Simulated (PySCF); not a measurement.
**A small calculation by hand: oscillator strength and radiative lifetime**

chlorobenzene (C₆H₅Cl), SMILES Clc1ccccc1.

Geometry: PBE0-D3(BJ)/def2-SVP.

TDA-PBE/def2-SVPD run with PySCF 2.14.0 puts the first singlet state with f over 0.02 at 5.78 eV (vertical), with the transition dipole (0.000, 0.000, 1.042) in atomic units.

### Question
Find the oscillator strength, the wavelength and the radiative lifetime that this transition would have in vacuum if emission retraced absorption.

### Answer

|μ|² = 1.0858 au, so |μ| = 2.65 D. ΔE = 5.78/27.211 = 0.2124 hartree. f = (2/3) ΔE |μ|² = 0.154 (the program prints 0.154).
λ = 1239.84/5.78 = 215 nm; ν = 46619 cm⁻¹.
Einstein's coefficient A = 0.6670 ν² f s⁻¹ (ν in cm⁻¹) = 2.2e8 s⁻¹, so τ = 1/A = 4.5 ns. This state is S2; the lower singlet has f = 0.005. The figure is the radiative limit of this one transition; relaxation, internal conversion, crossing to triplets and a medium change what is measured.
